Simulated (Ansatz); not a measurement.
Cd3S4⁻. The state is a doublet with charge -1. Geometry PBE-D4/def2-SVP, that of the neutral singlet; atoms count from 1.

```tsv
atom	x (Å)	y (Å)	z (Å)
Cd1	0.8625	1.5883	0.6824
Cd2	-1.1588	-0.9465	-1.2222
Cd3	0.7137	-1.5482	1.3040
S4	1.4223	0.3102	2.6094
S5	-0.2029	-2.9560	-0.3806
S6	0.1656	2.2051	-1.5245
S7	-1.8025	1.3471	-1.4685
```

In the def2 sets Cd takes a core potential; there is no spin–orbit coupling. The highest occupied level of the charge -1 doublet lies above zero (up to 0.11 eV). By energy differences its removal costs 1.15 eV (vertical, to the charge 0 singlet, at PBE0-D4/def2-TZVPD); a positive level beside a positive removal energy at the same level points to self-interaction error. The structure comes from a short search, and lower isomers may exist.

Q: Estimate the Mulliken populations from the PBE0/def2-TZVPD orbitals of Ansatz.

A: 
| atom | charge (e) | spin (α − β) | d electrons |
| --- | --- | --- | --- |
| Cd1 | 0.34 | 0.34 | 9.98 |
| Cd2 | 0.34 | 0.34 | 9.98 |
| Cd3 | 0.22 | 0.44 | 9.98 |
| S4 | -0.53 | -0.09 | – |
| S5 | -0.53 | -0.09 | – |
| S6 | -0.41 | 0.03 | – |
| S7 | -0.41 | 0.03 | – |
Mulliken values and Mayer orders depend strongly on the basis. With diffuse functions, as here, like atoms can get unlike values, and bond orders can come out too low or too high.

Q: Where does the spin sit?

A: Summed by element: Cd 1.12, S -0.12, of 1 unpaired in all. Largest on single atoms: Cd3 0.44, Cd1 0.34, Cd2 0.34.

Q: And the Mayer bond orders between bonded heavy atoms (over 0.3)?

A: Cd1–Cd3 0.38 (3.20 Å); Cd1–S4 0.65 (2.38 Å); Cd1–S6 0.67 (2.40 Å); Cd2–Cd3 0.38 (3.20 Å); Cd2–S5 0.65 (2.38 Å); Cd2–S7 0.68 (2.39 Å); Cd3–S4 0.57 (2.38 Å); Cd3–S5 0.57 (2.38 Å); S6–S7 1.00 (2.15 Å).
